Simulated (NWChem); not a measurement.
Species: C₂H₃ClO₂Si; SMILES C1C(O[Si@@H]1Cl)=O

```xyz
9

O      0.4208     2.7308    -0.5100
C      0.1115     1.6411    -0.1574
C     -1.2195     0.8784    -0.2608
Si    -0.2617    -0.4588     0.6262
Cl     0.2027    -2.1445    -0.4360
O      0.9413     0.7568     0.4892
H     -1.5181     0.6940    -1.3028
H     -2.0386     1.3950     0.2604
H     -0.5401    -0.8392     2.0270
```
Atoms are numbered in this order, from 1.

Computed with NWChem. All runs use the structure optimised with PBE0/def2-SVP. Level: PBE0/def2-SVP with SMD (1 M gas to 1 M solution), gas-phase geometry. Reactions with the solvent are ignored.

Q: Predict the results for solvent toluene. Quantities: solvation free energy (kcal/mol); cavity-dispersion-structure term (kcal/mol); dipole in solution (D).

A: 
```json
{
 "solvation free energy (kcal/mol)": "-5.7",
 "cavity-dispersion-structure term (kcal/mol)": "-2.6",
 "dipole in solution (D)": "4.12"
}
```
